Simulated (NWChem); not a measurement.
C2H8BN; SMILES CBNC

```xyz
12

B     -0.7249    -0.6941     0.0000
H     -1.8471    -1.1281     0.0000
C      0.4956    -1.6981     0.0000
H      1.4947    -1.2475     0.0000
H      0.4311    -2.3612    -0.8744
H      0.4311    -2.3612     0.8744
N     -0.6241     0.7023     0.0000
C      0.5593     1.5488     0.0000
H     -1.4881     1.2310     0.0000
H      0.5926     2.1945     0.8879
H      0.5926     2.1945    -0.8879
H      1.4569     0.9282     0.0000
```
Atoms are numbered in this order, from 1.

Program: NWChem. Structure relaxed at the B3LYP/6-31G* (spherical d) level. Total energies of different functionals are on different scales.

| level | energy (Ha) | highest occupied level (eV) | orbital gap (eV) | dipole (D) |
|---|---|---|---|---|
| PBE/def2-TZVP | -160.4965 | -6.28 | 6.12 | 1.75 |
| B3LYP/def2-TZVP | -160.7441 | -7.36 | 7.92 | 1.67 |
| CAM-B3LYP/def2-TZVP | -160.6388 | -8.98 | 10.73 | 1.65 |
| PW6B95/def2-TZVP | -160.9341 | -7.71 | 8.50 | 1.69 |
| BLYP/def2-TZVP | -160.6426 | (withheld) | 6.12 | 1.75 |

Task: Fill in the missing entries.

Result: 
- BLYP/def2-TZVP, highest occupied level (eV): -6.16
